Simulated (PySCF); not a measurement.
Positional isomers: butadiene methyl+boryl. Gas-phase values, no solvent. One relaxed conformer stands for each flexible species; it need not be the lowest. Strings in code marks are SMILES.

The four lowest singlet excitations (Tamm–Dancoff). These are TPSSh-D3(BJ)/def2-TZVP // CAM-B3LYP-D3(BJ)/def2-TZVP in PySCF 2.14.0 values and carry that method's errors. Excitations are Tamm–Dancoff values on a coarser integration grid. The basis has no diffuse functions, so Rydberg states are missing or too high.

| state | energy (eV) | wavelength (nm) | oscillator strength |
|---|---|---|---|
| S1 | 4.87 | 255 | 0.002 |
| S2 | 4.93 | 252 | 0.819 |
| S3 | 5.18 | 239 | 0.000 |
| S4 | 5.80 | 214 | 0.078 |

Question: Say which member gives these states.
(A) `BC(=C)C(=C)C`
(B) `B/C=C(\C)C=C`
(C) `B/C(C=C)=C\C`
(D) `BC(=C)/C=C/C`

Answer: B, `B/C=C(\C)C=C`
